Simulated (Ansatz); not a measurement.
Cartesian coordinates in Å:
```
S -1.336 -0.572 1.165
Sn 0.282 0.420 -0.314
H -0.820 -1.807 1.050
H 0.175 -0.317 -1.849
H 1.846 0.211 0.331
H -0.147 2.065 -0.383
```

Total charge 0; spin multiplicity 1. Sn takes the def2 core potential.

(1) List the ωB97M-V/def2-TZVPP orbital energies in eV (the Gaussian-basis code of Ansatz). (Estimate.)

Answers

(1) Ansatz gave: Occupied: -2426.64, -220.60, -163.71, -163.65, -163.52, -143.33, -97.94, -97.87, -97.86, -31.55, -31.50, -31.48, -31.37, -31.37, -22.71, -17.18, -13.59, -11.87, -11.63, -10.86, -9.45. Lowest empty: 0.99, 1.99, 2.16, 2.34, 2.91, 3.70, 3.78, 4.26.
